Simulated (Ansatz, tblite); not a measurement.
Removing and adding an electron: Li11F11 (started as a model of: (LiF)11 cage of four- and six-membered rings). Total charge 0; singlet. Geometry: r2SCAN-D4/def2-SVP. Ansatz, gas phase; energy differences of separate SCF runs; the oxidised species was run as a doublet alone; the reduced species was run as a doublet alone.

```
atom   x (Å)   y (Å)   z (Å)
 Li1   1.484   0.269  -2.778
  F2  -0.195   0.805  -2.549
 Li3  -0.541  -0.969  -2.343
  F4   1.113  -1.506  -2.752
 Li5   2.199  -1.542  -1.330
  F6   2.663   0.224  -1.437
 Li7   2.186   1.162  -0.025
  F8   0.692   2.178  -0.015
 Li9  -0.641   1.823  -1.157
 F10  -2.211   1.461  -0.397
Li11  -2.567  -0.309  -0.181
 F12  -1.384  -1.470  -0.849
Li13  -0.274  -2.135   0.394
 F14   1.522  -2.065   0.203
Li15   1.492  -1.119   1.740
 F16   1.969   0.577   1.670
Li17   0.551   1.694   1.719
 F18  -0.240  -1.492   2.083
Li19  -2.402   1.533   1.368
 F20  -2.932  -0.191   1.564
Li21  -1.473  -0.347   2.587
 F22  -1.012   1.419   2.483
```

The xTB rows come from tblite.

```tsv
level	−HOMO (eV)	vertical IE (eV)	−LUMO (eV)	vertical EA (eV)	HOMO–LUMO gap (eV)	IE − EA (eV)	remarks
GFN1-xTB	10.52	12.67	6.29	4.50	4.23	8.17	–
PBE0-D4/def2-SVP	9.41	11.09	0.22	-0.41	9.19	11.49	HOMO above zero (-1 doublet)
```

Question: Estimate the rows for GFN2-xTB, PBE-D4/def2-SVP.

Answer: 
| level | −HOMO (eV) | vertical IE (eV) | −LUMO (eV) | vertical EA (eV) | HOMO–LUMO gap (eV) | IE − EA (eV) | remarks |
| --- | --- | --- | --- | --- | --- | --- | --- |
| GFN2-xTB | 10.78 | 13.08 | 3.49 | 1.49 | 7.29 | 11.59 | – |
| PBE-D4/def2-SVP | 7.37 | – | 0.78 | -0.22 | 6.59 | – | HOMO above zero (-1 doublet) |

Relaxing the reduced species (r2SCAN-D4/def2-SVP) changes its energy by -0.02 eV at PBE-D4/def2-SVP, so the adiabatic electron affinity to this nearest minimum is -0.20 eV. At PBE0-D4/def2-SVP it is -0.39 eV. The highest occupied level of the relaxed charge -1 doublet lies above zero (up to 1.21 eV). By energy differences, losing it releases 0.20 eV (each at its own geometry, to the charge 0 singlet, at PBE-D4/def2-SVP).  Run but left out: PBE-D4/def2-SVP (charge +1 doublet: an occupied level 0.09 eV above an empty one).   A HOMO above zero means that the electron is unbound at that level or that self-interaction error raises the level; the energy of removing that electron tells which. Raw xTB energy differences between charge states are shifted by several eV; the methods need an empirical correction for them. Sets without diffuse functions give affinities that are too small. A negative affinity means that the extra electron isn't bound; its size then hangs on the basis.
